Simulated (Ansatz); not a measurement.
H6OSi2Zn (`O[SiH2][SiH2][ZnH]`). The species carries charge 0 and has multiplicity 1. For Zn the d shell is correlated and the shells below it are frozen. Scalar relativity is left out up to krypton.

```
atom   x (Å)   y (Å)   z (Å)
  O1  -1.312  -1.796   0.392
 Si2  -0.620  -0.971  -0.867
 Si3   1.117   0.449  -0.184
 Zn4   0.497   1.992   1.513
  H5  -1.810  -1.290   1.034
  H6  -0.134  -2.026  -1.792
  H7  -1.641  -0.147  -1.584
  H8   2.270  -0.388   0.266
  H9   1.569   1.185  -1.405
 H10   0.064   2.990   2.627
```

**Question.** Give the diagnostics of a CCSD(T)/def2-TZVPP run (frozen core, Ansatz 0.2.0). (Best estimate.)

**Answer.** Ansatz gave: T1 = 0.0144, largest single amplitude 0.021, largest double 0.022, (T) share of the correlation energy 3.2 %, 11 CCSD cycles. The RHF solution is stable towards an unrestricted one. T1 lies under the customary mark of 0.02 for closed shells.
